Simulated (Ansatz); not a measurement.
Start from `[OH][In]([F])[SH]` and change one atom or group to get `[OH][In]([OH])[F]`.

Ansatz, PBE0-D4/def2-TZVP geometries, multiplicity 1. Each molecule was computed in one conformer, which needn't be the lowest.

Elements past krypton have def2 core potentials.

| property | `[OH][In]([F])[SH]` |
| --- | --- |
| HOMO–LUMO gap (ωB97M-V/def2-TZVPP) / eV | 10.14 |
| HOMO–LUMO gap (PBE0/def2-TZVPP) / eV | 6.03 |
| LUMO energy (ωB97M-V/def2-TZVPP) / eV | -0.26 |
| size of the dipole moment (B3LYP/def2-TZVPP) / D | 0.73 |
| LUMO energy (PBE0/def2-TZVPP) / eV | -2.17 |
| LUMO energy (B3LYP/def2-TZVPP) / eV | -2.51 |

Problem. What does the change do to each property? (Best estimate.)

Solution. Ansatz gave: 
```
                                        property  `[OH][In]([OH])[F]`  shift
         HOMO–LUMO gap (ωB97M-V/def2-TZVPP) / eV                11.15   1.01
            HOMO–LUMO gap (PBE0/def2-TZVPP) / eV                 6.73   0.70
           LUMO energy (ωB97M-V/def2-TZVPP) / eV                -0.40  -0.14
size of the dipole moment (B3LYP/def2-TZVPP) / D                 2.10   1.37
              LUMO energy (PBE0/def2-TZVPP) / eV                -2.33  -0.16
             LUMO energy (B3LYP/def2-TZVPP) / eV                -2.72  -0.21
```

With PBE0 the HOMO falls by 0.87 eV and the LUMO falls by 0.16 eV, so the gap widens by about 0.71 eV. PBE moves the HOMO by -0.44 eV and ωB97M-V by -1.15 eV. Dipoles are sizes alone; their direction can turn.

B3LYP here is the variant with VWN-RPA as its local correlation; programs differ in this.
